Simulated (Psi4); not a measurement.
BaF (SMILES [F][Ba+]), charge +1, singlet, at a GFN2-xTB geometry (such geometries of metal compounds can be far from the true shape) (core potentials on Ba); HF/def2-TZVP in Psi4.

Input for Psi4:
```
memory 2 GB

molecule mol {
1 1
  Ba   -0.000000   -0.000000   -0.325436
  F     0.000000    0.000000    2.024934
}

set basis def2-tzvp
set reference rhf

energy('scf')
print_variables()
```

What the program printed (banner, timings and long lists left out):

```
   => Loading Basis Set <=

    Name: DEF2-TZVP
    Role: ORBITAL
    Keyword: BASIS

    !!!  WARNING: ECP capability is in beta. Please check occupations closely.  !!!

         ---------------------------------------------------------
                                   SCF
               by Justin Turney, Rob Parrish, Andy Simmonett
                          and Daniel G. A. Smith
                              RHF Reference
         ---------------------------------------------------------

  ==> Geometry <==

    Molecular point group: c2v
    Full point group: C_inf_v

    Geometry (in Angstrom), charge = 1, multiplicity = 1:

       Center              X                  Y                   Z               Mass
    ------------   -----------------  -----------------  -----------------  -----------------
         BA           0.000000000000     0.000000000000    -0.284590427280   137.905247000000
         F            0.000000000000     0.000000000000     2.065779572720    18.998403162730

  Running in c2v symmetry.

  Rotational constants: A = ************  B =      0.18275  C =      0.18275 [cm^-1]
  Rotational constants: A = ************  B =   5478.72984  C =   5478.72984 [MHz]
  Nuclear repulsion =   20.263170888115486

  Charge       = 1
  Multiplicity = 1
  Electrons    = 18
  Nalpha       = 9
  Nbeta        = 9

  ==> Algorithm <==

  SCF Algorithm Type is DF.
  DIIS enabled.
  MOM disabled.
  Fractional occupation disabled.
  Guess Type is SAD.
  Energy threshold   = 1.00e-06
  Density threshold  = 1.00e-06
  Integral threshold = 1.00e-12

  ==> Primary Basis <==

  Basis Set: DEF2-TZVP
    Blend: DEF2-TZVP
    Number of shells: 25
    Number of basis functions: 71
    Number of Cartesian functions: 82
    Spherical Harmonics?: true
    Max angular momentum: 3

  Core potential: DEF2-TZVP
    Number of shells: 4
    Number of ECP primitives: 10
    Number of ECP core electrons: 46
    Max angular momentum: 3

   => Loading Basis Set <=

    Name: (DEF2-TZVP AUX)
    Role: JKFIT
    Keyword: DF_BASIS_SCF

  ==> Integral Setup <==

  SCF_SUBTYPE=INCORE selected. In-core MEM_DF algorithm will be used.
  Using in-core AOs.

  ==> MemDFJK: Density-Fitted J/K Matrices <==

    J tasked:                   Yes
    K tasked:                   Yes
    wK tasked:                   No
    Algorithm:                 Core
    Schwarz Cutoff:           1E-12
    Mask sparsity (%):       0.4364
    Fitting Condition:        1E-10

[...]

   @DF-RHF iter SAD:  -124.08285276749108   -1.24083e+02   0.00000e+00
   @DF-RHF iter   1:  -124.38390245758623   -3.01050e-01   1.29643e-02 DIIS/ADIIS
   @DF-RHF iter   2:  -124.42618662899847   -4.22842e-02   1.20577e-02 DIIS/ADIIS
   @DF-RHF iter   3:  -124.49204807033631   -6.58614e-02   4.53199e-04 DIIS/ADIIS
   @DF-RHF iter   4:  -124.49231372988629   -2.65660e-04   1.19154e-04 DIIS/ADIIS
   @DF-RHF iter   5:  -124.49233204657385   -1.83167e-05   3.15772e-05 DIIS
   @DF-RHF iter   6:  -124.49233379392669   -1.74735e-06   8.89567e-06 DIIS
   @DF-RHF iter   7:  -124.49233396669079   -1.72764e-07   2.54110e-06 DIIS
   @DF-RHF iter   8:  -124.49233398550949   -1.88187e-08   4.68175e-07 DIIS
  Energy and wave function converged.

  ==> Post-Iterations <==

    Orbital Energies [Eh]
    ---------------------

    Doubly Occupied:

[...]
    Virtual:

[...]
    Final Occupation by Irrep:
             A1    A2    B1    B2
    DOCC [     5,    0,    2,    2 ]
    NA   [     5,    0,    2,    2 ]
    NB   [     5,    0,    2,    2 ]

  @DF-RHF Final Energy:  -124.49233398550949

   => Energetics <=

    Nuclear Repulsion Energy =             20.2631708881154857
    One-Electron Energy =                -219.7073101439000311
    Two-Electron Energy =                  74.9518052702750452
    Total Energy =                       -124.4923339855094895

Computation Completed

Properties will be evaluated at   0.000000,   0.000000,   0.000000 [a0]

Properties computed using the SCF density matrix

 Multipole Moments:

 ------------------------------------------------------------------------------------
     Multipole            Electronic (a.u.)      Nuclear  (a.u.)        Total (a.u.)
 ------------------------------------------------------------------------------------

 L = 1.  Multiply by 2.5417464519 to convert [e a0] to [Debye]
 Dipole X            :          0.0000000            0.0000000            0.0000000
 Dipole Y            :          0.0000000            0.0000000            0.0000000
 Dipole Z            :        -33.4309893           29.7558390           -3.6751504
 Magnitude           :                                                    3.6751504

 ------------------------------------------------------------------------------------

  Variable Map:
  ----------------------------------------------------------------------------
[...]
  Array Variable Map:
  ----------------------------------------------------------------------------
[...]
[...]
```
